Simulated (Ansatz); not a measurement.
Start from `[SiH3][O][In]([SH])[O][SiH3]` and change one atom or group to get `[NH2][In]([SH])[O][SiH3]`.

Ansatz, PBE0-D4/def2-TZVP geometries, multiplicity 1. Each molecule was computed in one conformer, which needn't be the lowest.

Elements past krypton have def2 core potentials.

```json
{"property": "size of the dipole moment (PBE/def2-TZVPP) / D", "`[SiH3][O][In]([SH])[O][SiH3]`": "1.65"}
{"property": "LUMO energy (ωB97M-V/def2-TZVPP) / eV", "`[SiH3][O][In]([SH])[O][SiH3]`": "-0.37"}
{"property": "size of the dipole moment (B3LYP/def2-TZVPP) / D", "`[SiH3][O][In]([SH])[O][SiH3]`": "1.58"}
{"property": "HOMO–LUMO gap (B3LYP/def2-TZVPP) / eV", "`[SiH3][O][In]([SH])[O][SiH3]`": "5.41"}
{"property": "size of the dipole moment (ωB97M-V/def2-TZVPP) / D", "`[SiH3][O][In]([SH])[O][SiH3]`": "1.59"}
{"property": "HOMO energy (ωB97M-V/def2-TZVPP) / eV", "`[SiH3][O][In]([SH])[O][SiH3]`": "-10.40"}
```

(1) Give the same properties after the change, and the shifts. (An estimate is asked.)

Results:

(1) Ansatz gave: 
```json
{"property": "size of the dipole moment (PBE/def2-TZVPP) / D", "`[NH2][In]([SH])[O][SiH3]`": "1.95", "shift": "0.30"}
{"property": "LUMO energy (ωB97M-V/def2-TZVPP) / eV", "`[NH2][In]([SH])[O][SiH3]`": "0.20", "shift": "0.57"}
{"property": "size of the dipole moment (B3LYP/def2-TZVPP) / D", "`[NH2][In]([SH])[O][SiH3]`": "1.97", "shift": "0.39"}
{"property": "HOMO–LUMO gap (B3LYP/def2-TZVPP) / eV", "`[NH2][In]([SH])[O][SiH3]`": "5.45", "shift": "0.04"}
{"property": "size of the dipole moment (ωB97M-V/def2-TZVPP) / D", "`[NH2][In]([SH])[O][SiH3]`": "1.97", "shift": "0.38"}
{"property": "HOMO energy (ωB97M-V/def2-TZVPP) / eV", "`[NH2][In]([SH])[O][SiH3]`": "-9.87", "shift": "0.53"}
```

With PBE0 the HOMO rises by 0.58 eV and the LUMO rises by 0.63 eV, so the gap widens by about 0.05 eV. PBE moves the HOMO by 0.63 eV and ωB97M-V by 0.53 eV. Dipoles are sizes alone; their direction can turn.

B3LYP here is the variant with VWN-RPA as its local correlation; programs differ in this.
